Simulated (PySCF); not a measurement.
C3H6OSi, SMILES C#C[Si@@H](C)O.

Geometry: r2SCAN-D4/def2-SVP. The structure was generated by enumeration; whether it is a known compound was not checked. One conformer was computed; it need not be the lowest.

All values below come from TDA-B3LYP/def2-SVPD (PySCF).

Vertical excitations. Isolated molecule, no solvent.

```json
[
 {"state": "S1", "energy (eV)": "5.82", "λ (nm)": "213", "f": "0.001", "main pairs": "HOMO→LUMO 86 %"},
 {"state": "S2", "energy (eV)": "6.11", "λ (nm)": "203", "f": "0.003", "main pairs": "HOMO−1→LUMO 50 %, HOMO→LUMO+1 39 %"},
 {"state": "S3", "energy (eV)": "6.23", "λ (nm)": "199", "f": "0.001", "main pairs": "HOMO−1→LUMO+1 87 %"},
 {"state": "S4", "energy (eV)": "6.96", "λ (nm)": "178", "f": "0.007", "main pairs": "HOMO−2→LUMO 91 %"},
 {"state": "S5", "energy (eV)": "7.34", "λ (nm)": "169", "f": "0.068", "main pairs": "HOMO→LUMO+2 65 %, HOMO→LUMO+1 13 %"},
 {"state": "S6", "energy (eV)": "7.47", "λ (nm)": "166", "f": "0.092", "main pairs": "HOMO−1→LUMO+2 57 %, HOMO→LUMO+2 17 %, HOMO−1→LUMO 11 %"},
 {"state": "S7", "energy (eV)": "7.54", "λ (nm)": "165", "f": "0.045", "main pairs": "HOMO−2→LUMO+1 71 %, HOMO−1→LUMO+2 13 %"},
 {"state": "S8", "energy (eV)": "7.72", "λ (nm)": "161", "f": "0.013", "main pairs": "HOMO−3→LUMO 91 %"},
 {"state": "S9", "energy (eV)": "8.00", "λ (nm)": "155", "f": "0.070", "main pairs": "HOMO→LUMO+3 72 %"},
 {"state": "S10", "energy (eV)": "8.06", "λ (nm)": "154", "f": "0.108", "main pairs": "HOMO→LUMO+4 27 %, HOMO−1→LUMO+3 23 %, HOMO−3→LUMO+1 14 %, HOMO−2→LUMO+2 7 %"},
 {"state": "T1", "energy (eV)": "4.86", "λ (nm)": "255", "f": "0", "main pairs": "HOMO−1→LUMO 49 %, HOMO→LUMO+1 30 %"},
 {"state": "T2", "energy (eV)": "5.26", "λ (nm)": "236", "f": "0", "main pairs": "HOMO→LUMO 57 %, HOMO−1→LUMO+1 23 %"},
 {"state": "T3", "energy (eV)": "5.30", "λ (nm)": "234", "f": "0", "main pairs": "HOMO→LUMO+1 49 %, HOMO−1→LUMO 31 %"},
 {"state": "T4", "energy (eV)": "5.97", "λ (nm)": "208", "f": "0", "main pairs": "HOMO−1→LUMO+1 64 %, HOMO→LUMO 28 %"}
]
```
Triplets are in the Tamm–Dancoff approximation.
